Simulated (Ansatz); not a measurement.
**A ladder of methods for SnTe (SMILES [Sn][Te])**

The species is SnTe (2 atoms), meant as a singlet with charge 0. SMILES: `[Sn][Te]`. The coordinates come from a PBE0-D4/def2-TZVP relaxation.

```xyz
2

Sn    0.0000    0.0000    0.0094
Te    0.0000    0.0000    2.5273
```

Each level gives the energy change with the Sn1–Te2 bond stretched from 2.518 to 5.036 Å (eV). The values are calculated.

| level | kind | program | value (eV) | CPU time (all runs) |
| --- | --- | --- | --- | --- |
| HF/STO-3G (restricted) | Hartree–Fock | Ansatz | 7.42 | 3.2 s |
| PBE/STO-3G (restricted) | GGA | Ansatz | 7.08 | 13 s |
| revPBE/STO-3G (restricted) | GGA | Ansatz | 6.92 | 14 s |
| r2SCAN/STO-3G (restricted) | meta-GGA | Ansatz | 7.53 | 46 s |
| PBE0/STO-3G (restricted) | global hybrid | Ansatz | 8.29 | 16 s |
| wB97M-V/STO-3G (restricted) | range-separated hybrid | Ansatz | 8.20 | 34 s |
| RPA@PBE/STO-3G (restricted) | RPA | Ansatz | 4.12 | 22 s |
| MP2/STO-3G (restricted) | perturbation theory | Ansatz | 8.26 | 12 s |
| BCCD(T)/STO-3G (restricted) | coupled cluster or CI | Ansatz | 7.84 | 12 s |
| CCSD/STO-3G (restricted) | coupled cluster or CI | Ansatz | 7.66 | 12 s |

All-electron rows without a relativistic Hamiltonian named are non-relativistic. The first shape isn't each level's own minimum. The values span 4.12 to 8.29 eV. All rows use very small basis sets, so even the best lies far from the true value. In the correlated wave-function rows the outer d shell of Sn, Te is correlated, in sets not made for it. Times are those of the runs behind each value, whatever else they computed, on shared processors of several kinds: orders of magnitude only.
